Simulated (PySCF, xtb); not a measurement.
BrFHInO, SMILES [OH][In]([F])[Br].

xtb with GFN2-xTB at its own geometry gives an orbital gap of 2.73 eV and a dipole moment of 2.23 D.

The structure is a stationary point at B3LYP-D3(BJ)/def2-SVP. The structure was generated by enumeration; whether it is a known compound was not checked. The def2 effective core potentials stand for the cores of In; spin–orbit coupling is left out. One conformer was computed; it need not be the lowest.

Question: What does r2SCAN/def2-TZVP (PySCF) give? (An estimate is asked for; the answer gives what the named calculation found.)

Answer: gap 4.30 eV (levels -7.92 and -3.62 eV), dipole 1.10 D.
